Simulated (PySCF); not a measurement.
Job file and geometry (Å, from GFN2-xTB) of an NMR shielding run on `FB1OCC(F)(F)O1`, C₂H₂BF₃O₂, PySCF 2.14.0, density-fitted response routines, GIAO PBE0/pcSseg-1 NMR shielding, non-relativistic, gas phase; density fitting, a coarse starting grid and PySCF grid level 2 are the driver's defaults:

```
$ OMP_NUM_THREADS=1 python probes_run.py task.json out

{"job": {"kind": "nmr", "xc": "PBE0", "basis": "pcSseg-1"}, "charge": 0, "multiplicity": 1}
F     -1.661562     2.105354    -0.814893
B     -0.912918     1.106403    -0.438471
O     -1.356077    -0.158229    -0.268185
C     -0.267779    -0.957190     0.141413
C      0.920601     0.034398     0.193558
F      1.928732    -0.340074    -0.623875
F      1.476869     0.093987     1.423102
O      0.434598     1.249499    -0.171538
H     -0.466732    -1.382573     1.127772
H     -0.086849    -1.746921    -0.591410
```

Problem. Write the output of this run.

Solution. 
```
coarse grid: 9928 points
cycle   1  E = -551.5191073863  dE =  1.575e+00  |g| = 1.098e+00  |ddm| = 2.845e+00
cycle   2  E = -551.3105208824  dE =  2.086e-01  |g| = 1.606e+00  |ddm| = 1.276e+00
cycle   3  E = -551.7173894840  dE = -4.069e-01  |g| = 6.563e-02  |ddm| = 7.895e-01
cycle   4  E = -551.7177137480  dE = -3.243e-04  |g| = 5.342e-02  |ddm| = 6.026e-02
cycle   5  E = -551.7181761249  dE = -4.624e-04  |g| = 9.245e-03  |ddm| = 2.875e-02
cycle   6  E = -551.7181898693  dE = -1.374e-05  |g| = 3.130e-03  |ddm| = 6.967e-03
cycle   7  E = -551.7181917562  dE = -1.887e-06  |g| = 4.730e-04  |ddm| = 2.022e-03
final grid: 101600 points
cycle   8  E = -551.8026364776  dE = -5.667e-05  |g| = 1.021e-02  |ddm| = 2.042e-02
cycle   9  E = -551.8026184792  dE =  1.800e-05  |g| = 1.466e-02  |ddm| = 1.189e-02
cycle  10  E = -551.8026538232  dE = -3.534e-05  |g| = 5.978e-04  |ddm| = 7.143e-03
cycle  11  E = -551.8026538762  dE = -5.308e-08  |g| = 3.424e-04  |ddm| = 5.820e-04
cycle  12  E = -551.8026538959  dE = -1.964e-08  |g| = 7.680e-05  |ddm| = 2.110e-04
cycle  13  E = -551.8026538968  dE = -8.907e-10  |g| = 2.110e-05  |ddm| = 5.000e-05
converged SCF energy = -551.8026538968

GIAO shielding tensors (ppm)
atom      isotropic    diamagn.    paramagn.     s11        s22        s33       span
  0 F      318.065     465.772    -147.706    202.701    354.035    397.460    194.759
  1 B       80.673     198.899    -118.226     71.148     74.571     96.299     25.151
  2 O      232.101     392.024    -159.923    106.743    260.929    328.630    221.888
  3 C      108.314     248.511    -140.197     85.310     99.672    139.960     54.650
  4 C       50.843     242.781    -191.938     44.155     53.827     54.547     10.392
  5 F      249.159     472.697    -223.538    173.681    244.643    329.152    155.471
  6 F      249.172     472.708    -223.536    173.708    244.657    329.150    155.442
  7 O      159.250     394.397    -235.147    114.808    142.832    220.111    105.303
  8 H       27.001      28.637      -1.636     23.508     26.555     30.939      7.431
  9 H       27.001      28.632      -1.631     23.509     26.556     30.939      7.430
```

Size and cost of the density-fitted run: 146 basis functions, 25 s wall time on 1 thread of an Arm Neoverse N1, shared host; peak memory 0.7 GiB.
